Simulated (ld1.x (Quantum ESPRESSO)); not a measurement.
**Before and after: PAW potential for Tl**

thallium, PAW, made with ld1.x (Quantum ESPRESSO) 7.5 (PBE, scalar-relativistic). Core [Kr] 4d10 4f14, reference 5s2 5p6 5d10 6s2 6p1. Waves: 5s (bound): rcut 1.20, rcutus 1.55 bohr; 6s (bound): rcut 1.20, rcutus 1.55 bohr; 5p (bound): rcut 1.55, rcutus 1.95 bohr; 6p (bound): rcut 1.55, rcutus 1.95 bohr; 5d (bound): rcut 1.10, rcutus 1.20 bohr; 5d channel at -0.85 Ry: rcut 1.10, rcutus 1.20 bohr. Local part: all-electron potential smoothed inside 1.70 bohr (lloc = -2). Core correction: a·sin(br)/r model core, default radius (ld1.x builds one for every PAW set, though the input has nlcc=.false.). Augmentation charge: PSQ, inside the norm-conserving radii.

Change: all radii but the core radius scaled by about 1.06 (s 1.64, p 2.06, d 1.26 bohr, rcut 1.26/1.64/1.16); local potential all-electron potential smoothed inside 1.78 bohr (lloc = -2).

Cutoffs: the cutoffs (Ry, on a coarse ladder) from which the occupation-weighted sum of valence levels, in a spherical-Bessel basis at the reference potential, stays within 10 and 1 mRy of its value at 400 Ry; they do not see the model core or the augmentation charge, which bear on the density cutoff. Errors are all-electron minus pseudo energies relative to the spin-unpolarised reference configuration.

How do hardness, ghosts and transferability respond?

The potential gets softer (80 Ry and 140 Ry → 70 Ry and 120 Ry); of the 7 tests that both files solve, the error grows in 2 and shrinks in 0 by more than 15 % and 0.3 meV (median size 4.0 → 4.8 meV); neither file shows a bound ghost. A larger radius leaves more room for a smooth pseudo-wave, so fewer plane waves are needed.

| quantity | base | changed |
| --- | --- | --- |
| cutoff, loose | 80 Ry | 70 Ry |
| cutoff, tight | 140 Ry | 120 Ry |
| loose cutoff by channel (10 mRy a level) | s 35 Ry, p 21 Ry, d 55 Ry | s 35 Ry, p 18 Ry, d 55 Ry |
| bound ghosts | none | none |
| error for 5s2 5p6 5d10 6s2 6p0, meV [ΔE 5.17 eV] | -2.3 | -2.3 |
| error for 5s2 5p6 5d10 6s1 6p0, meV [ΔE 25.95 eV] | -9.5 | -9.9 |
| error for 5s2 5p6 5d10 6s0 6p0, meV [ΔE 56.09 eV] | -19 | -22 |
| error for 5s2 5p6 5d9 6s0 6p0, meV [ΔE 107.88 eV] | -40 | -40 |
| error for 5s2 5p6 5d10 6s1 6p1, meV [ΔE 13.44 eV] | -4.0 | -4.8 |
| error for 5s2 5p6 5d10 6s2 6p1.3, meV [ΔE -0.49 eV] | +0.2 | +0.2 |
| error for 5s2 5p6 5d10 6s2 6p0.5, meV [ΔE 1.85 eV] | -0.8 | -0.8 |
| lowest overlap eigenvalue by channel | s 0.07, p 0.75, d 0.81 | s 0.08, p 0.75, d 0.85 |
